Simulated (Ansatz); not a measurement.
Input file for Ansatz (a first-principles code): R-PBE/def2-TZVPPD on HCl (SMILES Cl) with ghost functions, monomers drawn apart or pushed together. Files ending in .json are basis or fitting sets from the Basis Set Exchange.

Ansatz 0.2 input:
```yaml
crystal:
  periodic: [false, false, false]
  atoms:
    - {symbol: Cl, position_ang: [-0.44736345, 0.01661880, 0.25716943]}
    - {symbol: H, position_ang: [-0.30982662, 0.03203966, 1.54328828]}
basis:
  gaussian:
    orbitals: def2-TZVPPD.json
    ghost_atoms:
      - {symbol: C, position_ang: [0.41191965, 0.56818831, 4.14978233]}
      - {symbol: C, position_ang: [-0.44679657, -0.43805176, 4.25990567]}
      - {symbol: H, position_ang: [1.47567331, 0.39855657, 4.03516936]}
      - {symbol: H, position_ang: [0.08498766, 1.60067474, 4.17393822]}
      - {symbol: H, position_ang: [-1.51008466, -0.26828025, 4.37854273]}
      - {symbol: H, position_ang: [-0.11943026, -1.47046324, 4.23973076]}
hamiltonian:
  xc: {name: PBE}
scf: {lower_state_search: off}
```

Program output:

```
WARN ansatz: RAYON_NUM_THREADS=1 ignored (pool sized by the plan → 1); use --threads N
Functional definition: PBE
these checks for a lower state are left out or cut short: stability, starts, cluster_reference, orbital_swaps, neighbouring_geometries, increment
integrals: 0.09 GiB planned
903 factors; their error is unknown
mean field: 0.77 GiB planned
mean field evaluation 1: about -12534.0249 eV, gradient 1.2e1 eV
mean field evaluation 2: about -12533.9697 eV, gradient 1.4e1 eV
mean field evaluation 4: about -12534.3665 eV, gradient 5.6e-1 eV
mean field evaluation 8: about -12534.3602 eV, gradient 4.4e-3 eV
mean field -12534.36019023 eV, -460.6292408964 hartree, gradient 6.1e-6 eV, S^2 0.000000; 0 other end points of the search recorded, 0 dependent functions left out
reference -12534.36023894 eV, -460.6292426867 hartree; 9, 9 occupied and 201, 201 virtual orbitals, 903 factors
Total energy: -12534.36023894 eV, -460.6292426867 hartree
Checks for a lower state left out: stability, starts, cluster_reference, orbital_swaps, neighbouring_geometries, increment
```

The calculation finished and met its thresholds.

Cost: about 1.4 core-seconds (a rough figure).
